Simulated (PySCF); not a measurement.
HfF₂I₂, SMILES [F][Hf]([F])([I])[I], multiplicity 1. Atoms are numbered in the order given.

```xyz
5

Hf     0.0000     0.0000     0.7390
F      0.0000    -1.5457     1.8423
F      0.0000     1.5457     1.8423
I     -2.2271     0.0000    -0.8148
I      2.2271     0.0000    -0.8148
```

Geometry: B3LYP-D3(BJ)/def2-SVP. The spin state was assumed, not searched. The structure was generated by enumeration; whether it is a known compound was not checked. The def2 effective core potentials stand for the cores of Hf, I; spin–orbit coupling is left out.

These are B3LYP-D3(BJ)/def2-SVP in PySCF values and carry that method's errors.

Frequencies are harmonic and unscaled.

Q: List the normal modes with their intensities. (The exact figures need the calculation; the answer reports its results.)

A: 
| mode | ν (cm⁻¹) | IR (km/mol) | moving atoms (share of kinetic energy) |
|---|---|---|---|
| 1 | 49 | 0.3 | I 76 %, Hf 21 % |
| 2 | 89 | 3.7 | F 60 %, Hf 28 %, I 12 % |
| 3 | 118 | 0.0 | F 93 % |
| 4 | 123 | 1.7 | F 78 %, I 22 % |
| 5 | 150 | 3.0 | F 81 %, I 19 % |
| 6 | 198 | 15.2 | I 51 %, Hf 34 %, F 15 % |
| 7 | 224 | 49.6 | Hf 56 %, I 38 % |
| 8 | 677 | 94.4 | F 87 %, Hf 13 % |
| 9 | 677 | 102.4 | F 93 % |
